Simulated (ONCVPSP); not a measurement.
# What one change does to a pseudopotential (Dy, ONCV)

- Element: dysprosium
- Generator: ONCVPSP 4.0.1
- Type: optimised norm-conserving Vanderbilt (ONCV)
- Functional: PBE
- Relativity: scalar-relativistic
- Frozen core: [Kr] 4d10 4f9
- Valence charge: 11
- Reference configuration: 5s2 5p6 5d1 6s1.75 6p0.25
- Partial waves: 5s+6s: rc 2.50 bohr, ncon 5, nbas 9, qcut 6.1 1/bohr, 2 projectors; 5p+6p: rc 2.10 bohr, ncon 4, nbas 7, qcut 7.4 1/bohr, 2 projectors; 5d: rc 3.60 bohr, ncon 4, nbas 9, qcut 4.9 1/bohr, 3 projectors, debl 2.3 Ha; f scattering state at 0.08 Ha: rc 3.95 bohr, ncon 4, nbas 9, qcut 3.2 1/bohr, 2 projectors, debl 0.6 Ha
- Local potential: polynomial inside 1.70 bohr (lpopt 5, dvloc0 1 Ha)
- Core correction: Teter function fitted to the true core (icmod 2), fcfact 0.5

Change: s: ncon 3, nbas 7.

Cutoffs: the cutoffs (Ha) at which the residual kinetic energy of the hardest occupied pseudo-wave falls to 1 and 0.1 mHa per electron; they do not see the model core or the augmentation charge, which bear on the density cutoff. Errors are all-electron minus pseudo energies relative to the spin-unpolarised reference configuration.

Problem. How do hardness, ghosts and transferability respond?

Solution. The potential gets neither clearly harder nor softer (14 Ha and 18 Ha → 14 Ha and 18 Ha); the p channel sets the loose cutoff, while the largest relative change is in s, which becomes softer; the errors of the 4 common tests hardly move; neither file shows a bound ghost.

| quantity | base | changed |
| --- | --- | --- |
| cutoff, loose | 14 Ha | 14 Ha |
| cutoff, tight | 18 Ha | 18 Ha |
| loose cutoff by channel | s 11 Ha, p 14 Ha, d 6.8 Ha | s 9.7 Ha, p 14 Ha, d 6.8 Ha |
| bound ghosts | none | none |
| GHOST(+) flags under 300 eV | none | none |
| error for 5s2 5p6 5d1 6s2 6p0, meV [ΔE -0.74 eV] | +0.2 | +0.2 |
| error for 5s2 5p6 5d1 6s1 6p0, meV [ΔE 6.10 eV] | +0.2 | +0.2 |
| error for 5s2 5p6 5d1 6s0 6p0, meV [ΔE 18.53 eV] | +9.2 | +8.1 |
| error for 5s2 5p6 5d1.5 6s1.5 6p0, meV [ΔE 0.28 eV] | +0.4 | +0.3 |
| s: phases at 2.54 bohr within 0.05 rad from the reference energy up to (Ha; the scan ends near 5) | 3.4 | 2.9 |
| p: phases at 2.14 bohr within 0.05 rad from the reference energy up to (Ha; the scan ends near 5) | to the end of the scan | to the end of the scan |
| d: phases at 3.66 bohr within 0.05 rad from the reference energy up to (Ha; the scan ends near 5) | to the end of the scan | to the end of the scan |
| f: phases at 4.01 bohr within 0.05 rad from the reference energy up to (Ha; the scan ends near 5) | 1.2 | 1.2 |
| rms error of d²Exc/dni dnj with the model core, mHa | 0.67 | 0.74 |
